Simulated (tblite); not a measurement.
Input of a run (GFN2-xTB geometry optimisation, gas phase (tblite 0.8.0)), started from a force field or distance geometry:
```
{"job": {"kind": "relax", "xc": "GFN2-xTB", "basis": "xTB"}, "charge": 0, "multiplicity": 1}
C      1.766200    -3.207100    -0.522200
C      1.458300    -2.061500    -0.814100
P      1.010300    -0.347300    -1.202300
C      2.277200     0.746200    -0.476100
C      2.170800     2.053000    -0.380900
C     -0.580200     0.054000    -0.367800
C     -1.039400    -0.861500     0.549000
C     -2.219700    -0.582000     1.203500
C     -2.884600     0.587300     0.901800
N     -2.397500     1.443900     0.007100
C     -1.236800     1.224300    -0.665100
H      2.012700    -4.208800    -0.271500
H      3.176800     0.261600    -0.059300
H      3.004800     2.592900     0.071700
H      1.317700     2.630100    -0.749500
H     -0.514800    -1.760000     0.776900
H     -2.601500    -1.299100     1.927300
H     -3.827700     0.783900     1.424900
H     -0.902300     1.959400    -1.360800
```

Output (eV, eV/Å):
```
step      E/eV     max force
  0    -778.95035    3.078
  1    -779.16695    2.712
  2    -779.26467    3.364
  3    -779.39891    1.077
  4    -779.45546    0.761
  5    -779.48997    0.664
  6    -779.51726    0.490
  7    -779.54043    0.414
  8    -779.55509    0.272
  9    -779.56404    0.240
 10    -779.57233    0.223
 11    -779.57795    0.187
 12    -779.58130    0.142
 13    -779.58337    0.101
 14    -779.58525    0.121
 15    -779.58708    0.129
 16    -779.58862    0.109
 17    -779.58993    0.092
 18    -779.59128    0.093
 19    -779.59285    0.108
 20    -779.59447    0.118
 21    -779.59574    0.088
 22    -779.59669    0.082
 23    -779.59758    0.074
 24    -779.59843    0.101
 25    -779.59919    0.090
 26    -779.59976    0.059
 27    -779.60022    0.061
 28    -779.60071    0.057
 29    -779.60138    0.083
 30    -779.60227    0.080
 31    -779.60332    0.101
 32    -779.60439    0.091
 33    -779.60538    0.073
 34    -779.60620    0.068
 35    -779.60681    0.047
 36    -779.60726    0.041
 37    -779.60764    0.047
 38    -779.60802    0.053
 39    -779.60841    0.038
 40    -779.60876    0.038
 41    -779.60904    0.032
 42    -779.60929    0.040
 43    -779.60955    0.037
 44    -779.60987    0.039
 45    -779.61018    0.036
 46    -779.61045    0.031
 47    -779.61065    0.046
 48    -779.61082    0.033
 49    -779.61097    0.036
 50    -779.61110    0.030
 51    -779.61120    0.023
 52    -779.61129    0.029
 53    -779.61143    0.030
 54    -779.61163    0.037
 55    -779.61189    0.044
 56    -779.61220    0.037
 57    -779.61253    0.039
 58    -779.61284    0.034
 59    -779.61314    0.043
 60    -779.61348    0.049
 61    -779.61389    0.054
 62    -779.61431    0.047
 63    -779.61471    0.042
 64    -779.61508    0.041
 65    -779.61544    0.046
 66    -779.61579    0.047
 67    -779.61614    0.038
 68    -779.61649    0.042
 69    -779.61691    0.049
 70    -779.61751    0.080
 71    -779.61827    0.082
 72    -779.61906    0.071
 73    -779.61981    0.077
 74    -779.62064    0.069
 75    -779.62157    0.073
 76    -779.62205    0.110
 77    -779.62267    0.087
 78    -779.62321    0.061
 79    -779.62376    0.055
 80    -779.62437    0.060
 81    -779.62520    0.087
 82    -779.62589    0.058
 83    -779.62629    0.053
 84    -779.62660    0.054
 85    -779.62699    0.082
 86    -779.62776    0.075
 87    -779.62826    0.068
 88    -779.62901    0.058
 89    -779.62986    0.063
 90    -779.63061    0.090
 91    -779.63124    0.081
 92    -779.63168    0.056
 93    -779.63214    0.037
 94    -779.63247    0.052
 95    -779.63304    0.074
 96    -779.63358    0.080
 97    -779.63421    0.073
 98    -779.63484    0.063
 99    -779.63549    0.057
100    -779.63607    0.060
101    -779.63658    0.062
102    -779.63703    0.054
103    -779.63747    0.058
104    -779.63801    0.054
105    -779.63870    0.056
106    -779.63939    0.055
107    -779.63986    0.043
108    -779.64009    0.078
109    -779.64026    0.032
110    -779.64043    0.054
111    -779.64062    0.030
112    -779.64076    0.031
113    -779.64087    0.033
114    -779.64095    0.027
115    -779.64103    0.015
116    -779.64108    0.012
117    -779.64110    0.010
118    -779.64112    0.009
```

**Question.** Summarise the run.

**Answer.** The energy falls by 0.691 eV over 118 L-BFGS steps, the largest force on an atom goes from 3.08 to 0.009 eV/Å, and the atoms move by 0.398 Å rms after alignment. The bond that changes most is C2–P3 (alkyne carbon to phosphine phosphorus), which shortens by 0.046 Å. Bonds longer at the end by more than 0.005 Å: 7 of 19; shorter: 10. Among the angles that change most is C2–P3–C4, from 108.0° to 96.1°. Among the dihedrals that turn most is C2–P3–C4–H13, from 9° to 51°. The energy never rose by more than 1e-5 eV on the way. The first step brought 31 % of the lowering.

**Question.** What are the final bond lengths?

**Answer.** C1≡C2 1.203 Å, C2–P3 1.768 Å, P3–C4 1.828 Å, C4=C5 1.323 Å, P3–C6 1.836 Å, C6–C7 1.390 Å, C7–C8 1.385 Å, C8–C9 1.387 Å, C9–N10 1.323 Å, N10–C11 1.319 Å, C6–C11 1.394 Å, C1–H12 1.051 Å, C4–H13 1.084 Å, C5–H14 1.078 Å, C5–H15 1.079 Å, C7–H16 1.081 Å, C8–H17 1.080 Å, C9–H18 1.082 Å, C11–H19 1.084 Å. Numbering counts from 1 in the input's order; the species is `C#CP(C=C)c1cccnc1`.

Its GFN2-xTB frequencies are all real (lowest 29 cm⁻¹). One conformer, not necessarily the lowest. 3 starts were optimised and ended at 0.00, 0.21 and 0.37 kcal/mol (GFN2-xTB); the lowest of these is shown.

The numbers are calculated, not measured.
